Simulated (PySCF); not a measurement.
Correlation energy of B⁺ (boron, charge +1)

[He] 2s2, closed-shell 1S. Calculation: PySCF 2.14, in x2c-TZVPall (5s3p2d1f, 31 functions); scalar relativity by spin-free X2C-1e. Frozen: 1s2; 2 electrons correlated.

Total MP2 correlation energy: -35.44 mhartree.

Same-spin part 0.00 and opposite-spin part -35.44 mhartree; SCS-MP2 scales them by 1/3 and 6/5 to -42.53 mhartree.

With two correlated electrons CCSD is exact within the correlated space (frozen core and kept virtual orbitals).

```csv
level,correlation energy (mhartree)
CCSD,-59.44
```

Diagnostics: T1 = 0.012, D1 = 0.0167, largest double amplitude 0.150.

Question: Is a single reference adequate?

Answer: Not fully. A double-excitation amplitude exceeds 0.15, a sign of near-degeneracy.
